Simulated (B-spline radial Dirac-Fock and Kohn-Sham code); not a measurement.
# Ag²⁺ 3p1/2: cross section and angular parameters

System: the Ag²⁺ ion, configuration [Kr] 4d9; threshold 624.5 eV (orbital energy of the model). Method: Dirac-Hartree-Slater photoionisation with a Latter tail; cross sections with all multipoles, angular parameters from the dipole term and its interference with E2. Computed with a radial finite-basis atomic code.

The run's input, task.json:

```json
{"items": [{
  "Z": 47,
  "q": 2,
  "cfg": [[1, 0, 2], [2, 0, 2], [2, 1, 6], [3, 0, 2], [3, 1, 6], [3, 2, 10], [4, 0, 2], [4, 1, 6], [4, 2, 9]],
  "A": 107,
  "rrms": 4.5454,
  "do": "xps",
  "hv": [80, 100, 102.0, 112.0, 155.0, 158.0, 190.0, 200, 235.0, 295.0, 300, 425.0, 459.0, 516.0, 600, 620.0, 800, 890.0, 943.0, 1080.0, 1253.6, 1860.0, 2660.0, 2984.4, 6820.0, 7330.0, 8150.0, 9640.0, 10200.0]
}]}
```

Run with: `python xray2_run.py task.json out`

For linearly polarised light dσ/dΩ = σ/(4π) [1 + β P₂(cos θ) + (δ + γ cos²θ) sin θ cos φ], with θ from the polarisation vector and φ the angle between the beam and the projection of the electron momentum on the plane normal to the polarisation.

```
hν (eV)  σ (kb)      β       γ      δ
    800     128  1.116   0.312  0.066
    890     115  1.290   0.272  0.036
    943     107  1.357   0.230  0.026
   1080    90.1  1.465   0.125  0.012
 1253.6       ?      ?       ?      ?
   1860    36.8  1.608  -0.008  0.002
   2660    18.0  1.593   0.148  0.005
 2984.4    14.0  1.578   0.225  0.008
   6820    1.88  1.381   0.995  0.046
   7330    1.56  1.358   1.072  0.052
   8150    1.17  1.323   1.186  0.062
   9640   0.734  1.263   1.366  0.081
  10200   0.626  1.243   1.427  0.088
```

Q: Give the values at Mg Kα (1253.6 eV).

A: σ = 72.4 kb, β = 1.538, γ = 0.035, δ = 0.005.
